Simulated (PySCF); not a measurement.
## Radial density of Ne (neon, neutral)

r2SCAN0, [He] 2s1 2p6 3s1, high-spin 3S determinant (an excited configuration). Computed with PySCF 2.14 in aug-cc-pVQZ with one added diffuse shell each of s, p, d, f, g type (7s6p5d4f3g, 105 functions), with the non-relativistic Hamiltonian (point nucleus).

```tsv
r (bohr)	4πr²ρ (e/bohr)	4πr²(ρα − ρβ)
0.00241	0.04216	0.0014
0.00405	0.1152	0.0038
0.00682	0.3087	0.0100
0.0115	0.7957	0.0258
0.0193	1.927	0.0618
0.0324	4.198	0.1319
0.0546	7.679	0.2278
0.0918	10.56	0.2607
0.154	9.393	0.1049
0.260	5.824	0.0748
0.437	6.406	0.8712
0.735	7.050	1.3349
1.24	3.153	0.4267
2.08	0.5360	0.1266
3.50	0.2773	0.2639
5.88	0.1115	0.1115
9.89	0.003904	0.0039
```

The outer electron is Rydberg-like, and this basis confines it to a smaller radius and binds it less than a complete one would.
